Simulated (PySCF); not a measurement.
Constitutional and geometric isomers with formula CH6Si3. Gas-phase values, no solvent. Strings in code marks are SMILES.

Calculation: PBE-D3(BJ)/def2-TZVP // PBE0-D3(BJ)/def2-TZVP in PySCF 2.14.0. 

```csv
species,HOMO–LUMO gap (eV),dipole moment (D)
`C1[SiH]=[SiH][SiH2]1`,2.76,0.69
`[SiH2]1[SiH2]C=[SiH]1`,3.42,?
`C(=[SiH][SiH3])=[SiH2]`,3.03,0.34
`[SiH2]1[Si]([SiH2]1)=C`,?,0.38
`[SiH]1=[SiH][SiH]1C`,2.81,0.71
`[SiH]1[SiH2][Si]=1C`,2.95,1.93
`[SiH2]=C1[SiH2][SiH2]1`,?,1.61
```

### Question
Some entries are withheld; supply them.

### Answer

- `[SiH2]1[SiH2]C=[SiH]1`, dipole moment (D): 0.97
- `[SiH2]1[Si]([SiH2]1)=C`, HOMO–LUMO gap (eV): 2.69
- `[SiH2]=C1[SiH2][SiH2]1`, HOMO–LUMO gap (eV): 2.82
